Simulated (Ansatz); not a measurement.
**Molecular dynamics of BClF₂H₂**

Input file:

```yaml
crystal:
  periodic: [false, false, false]
  atoms:
    - { symbol: B, position_ang: [-0.342, 0.197, -0.27] }
    - { symbol: H, position_ang: [1.1511, 0.4524, -0.2141] }
    - { symbol: F, position_ang: [-0.6312, -0.3486, -1.4225] }
    - { symbol: F, position_ang: [-0.9685, 1.2542, 0.1763] }
    - { symbol: H, position_ang: [0.9581, -0.2449, 0.4485] }
    - { symbol: Cl, position_ang: [-0.1676, -1.3102, 1.2819] }
magnetization:
  spin_polarized: true
basis:
  gaussian: { orbitals: STO-3G }
hamiltonian:
  xc: pbe0
  dispersion: d4
md:
  timestep: 0.5
  n_steps: 150
  ensemble: nve
  temperature: 1000.0
  initial_velocities: maxwell_boltzmann
  seed: 844749
```

Launched with:

```bash
$ ansatz run input.yaml --threads 1 --pin off --max-ram 2048MiB --backend cpu --events-out ev --progress --plain --runs-dir out
```

It starts from a rough guess of a transition structure, not a stationary point.

Output, in part (step lines, the closing report, with atoms numbered from 0):

```
md step     0: t =     0.00 fs  T =  1000.0 K  F+E_penalty+E_count = -18433.64324086 eV  E_kin = 0.517040 eV  conserved = -18433.12620087 eV  (22 SCF iters)
[... lines left out ...]
Total energy: -18435.70575832 eV, -677.4996904480 hartree
Atom 0 at    -0.828399    -0.175401    -0.027260 Å, force     0.751586     3.164766    -3.182835 eV/Å
Atom 1 at     8.150523     2.910262    -0.040113 Å, force    -0.780109    -0.287951    -0.056285 eV/Å
Atom 2 at    -0.734978    -0.326602    -1.354167 Å, force    -0.120036    -2.355342     0.262094 eV/Å
Atom 3 at    -0.999679     1.141119     0.108710 Å, force    -0.528808    -0.090385     2.270304 eV/Å
Atom 4 at     7.452706     2.652585    -0.090362 Å, force     0.780094     0.287931     0.056306 eV/Å
Atom 5 at    -0.330648    -1.300104     1.217857 Å, force    -0.102727    -0.719018     0.650416 eV/Å
Dipole moment:    -0.126730     0.139831    -0.168475 e Å
```

The steps, from the saved trajectory:

```csv
time (fs),T (K),potential energy less start (eV),conserved less start (meV/atom)
0.0,1000,0.000,0.00
2.5,1123,-0.064,-0.07
5.0,1207,-0.106,0.14
7.5,1844,-0.437,-0.06
10.0,2733,-0.896,-0.08
12.5,3537,-1.311,0.05
15.0,4114,-1.611,-0.10
17.5,4443,-1.782,-0.34
20.0,4615,-1.871,-0.25
22.5,4733,-1.930,0.05
25.0,4808,-1.969,-0.02
27.5,4586,-1.856,-0.27
30.0,3986,-1.545,-0.27
32.5,3351,-1.216,0.01
35.0,3158,-1.115,0.21
37.5,3685,-1.389,-0.05
40.0,4748,-1.940,-0.34
42.5,5669,-2.416,-0.31
45.0,5883,-2.525,-0.06
47.5,5404,-2.277,-0.04
50.0,4565,-1.845,-0.29
52.5,3638,-1.366,-0.25
55.0,2926,-0.995,0.12
57.5,2710,-0.882,0.26
60.0,3020,-1.044,0.02
62.5,3691,-1.393,-0.27
65.0,4444,-1.782,-0.21
67.5,5115,-2.127,0.05
70.0,5623,-2.391,-0.09
72.5,5663,-2.413,-0.37
75.0,4985,-2.063,-0.35
```

All steps were run. The conserved energy stayed within 0.51 meV per atom of its start (net change -0.35 meV per atom), so the integration is sound. The system heated up, since it started high on the potential surface and ran downhill. A run of 0.075 ps of so small a system gives no equilibrium averages. The orbitals stay closed-shell, which can raise the energy where a bond breaks towards radicals; this wasn't checked here. Limits of this set-up: minimal basis.

The step under study would form B1–Cl6, H2–H5 and break B1–H2, H5–Cl6. These pairs go: B1–Cl6 2.17 → 1.75 Å, H2–H5 0.98 → 0.75 Å, B1–H2 1.52 → 9.49 Å, H5–Cl6 1.76 → 8.83 Å. In the last frame they stand as after the step (other bonds may differ from the relaxed reactants and products). It ends as BClF2 + H2. Pairs count as bonded within 1.25 times the sum of covalent radii (0.12 Å more for H–H).

Last frame:

```xyz
6
Properties=species:S:1:pos:R:3
B -0.828 -0.175 -0.027
H 8.150 2.910 -0.040
F -0.735 -0.327 -1.354
F -1.000 1.141 0.109
H 7.453 2.653 -0.090
Cl -0.331 -1.300 1.218
```

The run took 90 s on 1 thread of AMD EPYC 9R45 96-Core Processor (Zen 5), on a shared host, peak memory 0.12 GiB.
